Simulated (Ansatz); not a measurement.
Basis-set extrapolation for ClFH4O2Si2 (`O[Si@H](F)[Si@@H](O)Cl`) (PBE0-D4/def2-TZVP geometry, frozen core, Ansatz 0.2.0). Multiplicity 1, RHF reference.

```tsv
	def2-TZVPP	def2-QZVPP
HF	-1289.240753	-1289.284345
MP2 correlation	-1.149599	-1.253574
CCSD(T) correlation	-1.231980	not run
```

Energies in hartree. Use E(X) = E(∞) + A·exp(−7.88·√X) for Hartree–Fock and E(X) = E(∞) + B·X^(−2.97) for correlation, with X = 3 and 4, and add CCSD(T) minus MP2 of the smaller set to the MP2 limit.

What is the CCSD(T) energy at the basis-set limit?

HF limit: -1289.284345 + (-0.043592) × 0.13774 = -1289.29035. MP2 limit: -1.253574 + (-0.103975) × 0.74074 = -1.33059. Higher-order term: -1.231980 − (-1.149599) = -0.08238. Total: -1290.70332 hartree, 6.27 eV below CCSD(T)/def2-TZVPP.
